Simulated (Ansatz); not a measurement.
A nudged elastic band was laid between two geometries of ClH2InO2 + H2 (8 atoms, charge 0, multiplicity 1).

Theory: RKS PBE0/def2-SVP in Ansatz.

| Property | Result |
| --- | --- |
| movable images | 9 |
| climbing image | yes |
| spring | 5.0 eV/Å² |
| optimiser | quadratic models (default) |
| start path | through a guess of the saddle point |
| force threshold | 0.03 eV/Å |
| iteration limit | 60 |
| end points | relaxed |

Image 0:

```xyz
8
Properties=species:S:1:pos:R:3
In -0.147 -0.267 0.035
O -0.025 -0.539 2.006
H -0.900 -0.573 2.412
O 1.462 -0.339 -1.119
H 2.248 -0.541 -0.596
Cl -2.234 0.040 -0.966
H 0.254 2.438 0.781
H 0.230 1.998 1.406
```

Image 10:

```xyz
8
Properties=species:S:1:pos:R:3
In 0.259 0.850 -0.225
O -0.044 0.131 2.010
H -0.889 -0.320 1.824
O 1.817 -0.229 -0.842
H 1.568 -1.146 -1.006
Cl -1.800 -0.401 -0.421
H 0.204 2.549 -0.081
H -0.228 0.782 2.699
```

Problem. Which bonds break or form, and what moves?

Solution. Bonds broken: H7–H8. Bonds formed: In1–H7, O2–H8. ClH2InO2 + H2 becomes ClH4InO2.

Problem. What energy profile does the band end with?

Solution. The run converged. The highest image is number 5 of 0 to 10, 59.4 kJ/mol above the first end and 156.1 kJ/mol above the last; the last end lies 96.7 kJ/mol below the first. The profile has 2 maxima (images 1, 5) with wells between them (image 3): this band takes more than one step, which may be the mechanism or a detour left from its start path. A structure lower than the first end lies on the path between it and the top, so the climb from that side starts below the end, which may itself be a saddle point or a shallow side well. A vibrational analysis at the climbing image gives one clearly imaginary mode, 1156i cm⁻¹: a first-order saddle point. The orbitals stay closed-shell, which can raise the energy where a bond breaks towards radicals; this wasn't checked here.

```csv
image,path coordinate (Å),energy (kJ/mol),H7–H8 (Å),In1–H7 (Å),O2–H8 (Å)
0,0.00,0.0,0.76,2.83,2.62
1,0.66,5.7,0.77,2.64,2.77
2,1.32,4.8,0.77,2.63,2.73
3,1.98,-1.0,0.76,2.80,2.63
4,2.64,9.3,0.78,2.52,2.02
5,3.30,59.4,0.96,2.06,1.35
6,3.83,-28.1,1.51,1.81,1.01
7,4.35,-68.5,2.10,1.73,0.97
8,4.87,-83.8,2.59,1.72,0.97
9,5.40,-92.7,2.97,1.71,0.97
10,5.92,-96.7,3.32,1.71,0.97
```

Problem. What is the geometry of the highest image?

Solution. 
```xyz
8
Properties=species:S:1:pos:R:3:forces:R:3
In 0.088 0.127 0.042 0.00 0.00 0.00
O -0.103 0.131 2.146 0.00 0.00 -0.01
H -0.910 -0.196 2.567 0.00 0.00 0.00
O 1.867 -0.386 -0.670 0.00 0.00 0.00
H 1.821 -0.624 -1.604 0.00 0.00 0.00
Cl -1.926 -0.216 -1.108 0.00 0.00 0.00
H 0.105 1.985 0.921 0.00 0.00 0.00
H -0.054 1.394 1.664 0.00 0.00 0.00
```

The run took 5.4 min on 2 threads of Arm Neoverse V1, with other jobs on the host, peak memory 0.21 GiB.
